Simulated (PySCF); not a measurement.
Electronic structure of Te+ (tellurium, charge +1) at the MN15 level

Configuration: [Kr] 4d10 5s2 5p3, high-spin 4S determinant. Computed with PySCF 2.14 in cc-pVTZ-PP with ECP28MDF, with a scalar-relativistic core potential.

- Total energy: -267.0426 hartree
- One-electron energy: -458.5006 hartree
- Hartree (Coulomb) energy: 211.2705 hartree
- Exchange-correlation energy: -19.8126 hartree
- ⟨S²⟩: 3.7509
- ⟨L²⟩: 0.000
- Sum of ⟨r⟩: 27.88 bohr
- Sum of ⟨r²⟩: 47.15 bohr²
- Time after the integrals: 0.7 s of wall time on 1 thread of Neoverse-V2 (shared host)

```
shell  electrons  mean orbital energy (eV)  rms radius, mean of both spins (bohr)
 4s β          1                   -173.40                                  0.827
 4s α          1                   -173.36                                  0.827
 4p α          3                   -125.43                                  0.892
 4p β          3                   -125.31                                  0.892
 4d α          5                   -53.493                                   1.05
 4d β          5                   -53.188                                   1.05
 5s α          1                   -27.327                                   2.16
 5s β          1                   -24.094                                   2.16
 5p α          3                   -16.351                                   2.62
```

Energies and moments cover only the electrons outside the core potential.
